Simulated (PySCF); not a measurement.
Gas-phase reaction: SbCl₃ ⇌ Sb + 3 Cl

Energies from PySCF (xtb for GFN2), thermal terms from the rigid-rotor harmonic-oscillator model, ideal gas at 1 bar. † marks an energy on the PBE0/def2-TZVP geometry and frequencies; other levels use their own. MP2 and CCSD(T) freeze the core. Open shells (unrestricted): Sb (multiplicity 4), Cl (multiplicity 2, electronic degeneracy 6); the rest are closed-shell singlets. GFN2 has no spin-polarisation term. Spin-orbit splitting is ignored; it lowers the true energy and changes the entropy of Cl. B3LYP is the form with VWN-RPA correlation. Sb: scalar-relativistic def2 core potential, no spin-orbit coupling. MP2 isn't extrapolated to the basis-set limit; its ΔH°(298 K) is 801.8 kJ in def2-SVP and 934.4 kJ in def2-TZVPP. CCSD(T) isn't extrapolated to the basis-set limit; its ΔH°(298 K) is 767.5 kJ in def2-SVP and 888.0 kJ in def2-TZVPP. The harmonic model lacks anharmonicity and excited electronic states, which grow with temperature; levels with a mode under 35 cm⁻¹ are left out. Soft modes under 120 cm⁻¹ make the harmonic entropy rough for SbCl₃.

| level | ΔE electronic, kJ | ΔH°(298 K), kJ | ΔS°(298 K), J/K | ΔG°(1600 K), kJ |
|---|---|---|---|---|
| B3LYP/def2-TZVP† | 929 | 927 | 346 | 370 |
| CCSD(T)/def2-SVP† | 770 | 768 | 346 | 211 |
| CCSD(T)/def2-TZVPP† | 890 | 888 | 346 | 331 |
| GFN2-xTB | 1076 | 1074 | 338 | 531 |
| HF/def2-TZVP† | 565 | 563 | 346 | 7 |
| M06-2X/def2-TZVP† | 910 | 908 | 346 | 352 |
| MP2/def2-SVP† | 804 | 802 | 346 | 245 |
| PBE0/def2-SVP† | 919 | 917 | 346 | 361 |
| LDA/def2-TZVP† | 1183 | 1181 | 346 | 624 |
ΔH° is lowest at HF/def2-TZVP† and highest at LDA/def2-TZVP†. No reference value is set beside these.
